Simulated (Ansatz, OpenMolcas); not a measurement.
CHBrClF (bromochlorofluoromethane): from total energies to a heat of formation

The species is CHBrClF (5 atoms), meant as a singlet with charge 0. As SMILES, `FC(Cl)Br`. Geometry: relaxed at PBE0-D4/def2-TZVP.

Total energies at B3LYP/6-31G* (Cartesian functions) (OpenMolcas 26.06); the atoms run unrestricted:

```
species    state   energy (Eh)
CHBrClF  singlet  -3172.606654
      F  doublet    -99.715535
      C  triplet    -37.846280
     Cl  doublet   -460.136242
     Br  doublet  -2573.839739
      H  doublet     -0.500273
```

Harmonic wavenumbers at PBE0-D4/def2-TZVP, in cm⁻¹: 224, 317, 432, 667, 790, 1122, 1223, 1328, 3161.

Measured heats of formation of the gaseous atoms at 298.15 K, in kJ/mol: F 79.4, C 716.9, Cl 121.3, Br 111.9, H 218.0. Spin-orbit lowering of the atoms at 298 K (mean of the ground term's levels less their thermal mean, from spectra), in kJ/mol: F 1.29, C 0.02, Cl 3.44, Br 14.69. Take 1 Eh = 2625.50 kJ/mol, 1 cm⁻¹ = 0.0119627 kJ/mol, RT = 2.479 kJ/mol.

Problem. What heat of formation follows?

Solution. 
1. Electronic atomisation energy: (-99.715535) + (-37.846280) + (-460.136242) + (-2573.839739) + (-0.500273) − (-3172.606654) = 0.568585 Eh = 1492.8 kJ/mol.
2. Zero-point energy: half the sum of the wavenumbers, 4632 cm⁻¹ = 55.4 kJ/mol.
3. Thermal vibrational enthalpy, Σ hcν̃/(exp(hcν̃/kT) − 1): 3.8 kJ/mol. Translation, rotation and pV of a non-linear molecule: 4 RT = 9.9 kJ/mol.
4. The 5 free atoms carry 5/2 RT each: 31.0 kJ/mol.
5. Spin-orbit coupling lowers the free atoms by 1.29 + 0.02 + 3.44 + 14.69 = 19.4 kJ/mol.
6. Atomisation enthalpy at 298 K: 1492.8 − 19.4 − 55.4 − 3.8 − 9.9 + 31.0 = 1435.3 kJ/mol.
7. Sum of the atoms' heats of formation: 1247.5 kJ/mol. Heat of formation: 1247.5 − 1435.3 = -187.8 kJ/mol.

The tabulated value is -231.8 kJ/mol (Active Thermochemical Tables), so this level is off by +44.0 kJ/mol, or 3.0 % of the atomisation enthalpy. Relativity is left out. Anharmonicity and any spin-orbit splitting of the molecule are left out.
